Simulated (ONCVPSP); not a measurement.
## Plane-wave convergence, ONCV potential for strontium

Sr (Z = 38), optimised norm-conserving Vanderbilt (ONCV), made with ONCVPSP 4.0.1 (PBE, scalar-relativistic). Core [Kr], reference 5s2. Waves: 5s: rc 3.55 bohr, ncon 5, nbas 10, qcut 2.1 1/bohr, 1 projector; p scattering state at 0.1 Ha: rc 2.85 bohr, ncon 4, nbas 7, qcut 2.5 1/bohr, 1 projector; d scattering state at 0.1 Ha: rc 3.00 bohr, ncon 4, nbas 9, qcut 3.4 1/bohr, 2 projectors, debl 0.4 Ha. Local part: polynomial inside 2.35 bohr (lpopt 5, dvloc0 4 Ha). Core correction: Teter function, fcfact 5.5, rcfact 1.1.

In the d channel the program set the typed energies aside and used -0.047, 0.353 Ha.

Question: For each optimised wave give the share of its norm inside rc, the residual kinetic energy above qcut (Ha) and the cutoffs (Ha) for errors of 10, 1, 0.1 and 0.01 mHa per electron.

Answer:

| wave | norm inside rc | residual KE | 10 mHa | 1 mHa | 0.1 mHa | 0.01 mHa |
| --- | --- | --- | --- | --- | --- | --- |
| 5s | 0.336 | 6.3e-05 | 0.8 | 1.5 | 2.3 | 4.5 |
| p projector 1 | 0.170 | 2.0e-02 | 6.3 | 16.5 | 20.8 | 33.4 |
| d projector 1 | 0.479 | 9.2e-04 | 4.2 | 5.8 | 25.6 | 34.7 |
| d projector 2 | 0.257 | 2.9e-03 | 4.9 | 6.9 | 14.9 | 28.0 |

The occupied waves need 1.5 Ha and 2.3 Ha for 1 and 0.1 mHa. The cutoffs count occupied waves only; projector 1 of the p channel, the hardest unoccupied one, needs 17 Ha at the loose tolerance. 1 of 4 tests not solved or not reliable.
